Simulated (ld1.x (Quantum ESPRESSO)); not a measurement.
## What one change does to a pseudopotential (lead, TM)

* Element: Pb
* Generator: ld1.x (Quantum ESPRESSO) 7.5
* Type: norm-conserving Troullier–Martins (Kleinman–Bylander form)
* Functional: LDA (PZ)
* Relativity: scalar-relativistic
* Frozen core: [Xe] 4f14 5d10
* Valence charge: 4
* Reference configuration: 6s2 6p0 (charge +2)
* Partial waves: 6s (bound): rc 1.60 bohr; 6p (bound, empty): rc 1.80 bohr
* Local potential: the p channel
* Core correction: none

Change: wave 6p (bound): rc 1.80 bohr becomes 6p (bound): rc 2.48 bohr.

Cutoffs: the cutoffs (Ry, on a coarse ladder) from which the occupation-weighted sum of valence levels, in a spherical-Bessel basis at the reference potential, stays within 10 and 1 mRy of its value at 400 Ry; they do not see the model core or the augmentation charge, which bear on the density cutoff. Errors are all-electron minus pseudo energies relative to the spin-unpolarised reference configuration.

Task: Predict the effect on cutoff, ghosts and configuration errors.

Result: The potential gets neither clearly harder nor softer (50 Ry and 100 Ry → 50 Ry and 100 Ry); the bound ghost in s disappears; the errors of the 9 common tests hardly move.

```tsv
quantity	base	changed
cutoff, loose	50 Ry	50 Ry
cutoff, tight	100 Ry	100 Ry
bound ghosts	s	none
error for 6s2 6p2, meV [ΔE -20.59 eV]	+174	+171
error for 6s2 6p1, meV [ΔE -13.76 eV]	+67	+69
error for 6s1 6p0, meV [ΔE 32.88 eV]	+140	+147
error for 6s0 6p4, meV [ΔE -2.56 eV]	+427	+366
error for 6s2 6p2.3, meV [ΔE -21.45 eV]	+201	+196
error for 6s1 6p3, meV [ΔE -11.77 eV]	+256	+232
error for 6s2 6p1.5, meV [ΔE -17.98 eV]	+121	+121
error for 6s2 6p2 (spin-polarised), meV [ΔE -21.05 eV]	+267	+265
error for 6s2 6p1 (spin-polarised), meV [ΔE -13.91 eV]	+105	+108
```

 A true bound ghost makes a file unfit for plane-wave use even where its test errors are small: the radial tests pick states by their node count and pass the ghost by.
